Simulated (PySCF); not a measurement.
A calculated (PBE0, PySCF 2.14, aug-cc-pVQZ-DK, scalar relativity by spin-free X2C-1e) atom or ion has these occupied shells.

```tsv
shell	electrons	orbital energy (eV)	rms radius, mean of both spins (bohr)
1s α	1	-5923.0	0.0734
1s β	1	-5922.9	0.0734
2s α	1	-687.27	0.318
2s β	1	-685.52	0.318
2p α	3	-577.67	0.288
2p β	3	-576.18	0.288
3s α	1	-85.860	0.964
3s β	1	-80.840	0.964
3p α	3	-55.738	1.04
3p β	3	-50.343	1.04
3d α	4	-10.435	1.45
4s α	1	-7.118	3.31
4p α	1	-3.253	4.44
```

Question: Name the element and its charge.

Answer: Cr (chromium, neutral), in [Ar] 3d4 4s1 4p1, one real determinant (an excited configuration).
